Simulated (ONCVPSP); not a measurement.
# Transferability test, ONCV potential for Zr

```json
{
  "Element": "zirconium",
  "Generator": "ONCVPSP 4.0.1",
  "Type": "optimised norm-conserving Vanderbilt (ONCV)",
  "Functional": "PBEsol",
  "Relativity": "scalar-relativistic",
  "Frozen core": "[Ar] 3d10",
  "Valence charge": "12",
  "Reference configuration": "4s2 4p6 4d2 5s2",
  "Partial waves": "4s+5s: rc 1.90 bohr, ncon 4, nbas 7, qcut 5.9 1/bohr, 2 projectors; 4p: rc 1.95 bohr, ncon 4, nbas 8, qcut 6.3 1/bohr, 3 projectors, debl 2.4 Ha; 4d: rc 1.90 bohr, ncon 3, nbas 7, qcut 5.2 1/bohr, local",
  "Local potential": "the d channel",
  "Core correction": "Teter function, fcfact 2, rcfact 1.05"
}
```

Energies are relative to the spin-unpolarised reference configuration 4s2 4p6 4d2 5s2; without spin polarisation the order of configurations can differ from experiment.

**Question.** Give the all-electron excitation energy and the error of the potential for: 4s2 4p6 4d2 5s1; 4s2 4p6 4d2 5s0; 4s2 4p6 4d1 5s0; 4s2 4p6 4d2 5s0 5p1.

**Answer.**

| valence configuration | charge | ΔE all-electron (eV) | error AE − PS (meV) |
| --- | --- | --- | --- |
| 4s2 4p6 4d2 5s1 | +1 | 7.171 | -1.6 |
| 4s2 4p6 4d2 5s0 | +2 | 20.081 | -6.9 |
| 4s2 4p6 4d1 5s0 | +3 | 42.666 | -2.7 |
| 4s2 4p6 4d2 5s0 5p1 | +1 | 10.917 | -3.2 |

Levels in the configuration 4s2 4p6 4d2 5s1:

| level | all-electron (eV) | pseudo (eV) |
| --- | --- | --- |
| 4s | -61.148 | -61.171 |
| 4p | -39.125 | -39.135 |
| 4d | -10.005 | -10.005 |
| 5s | -9.976 | -9.978 |
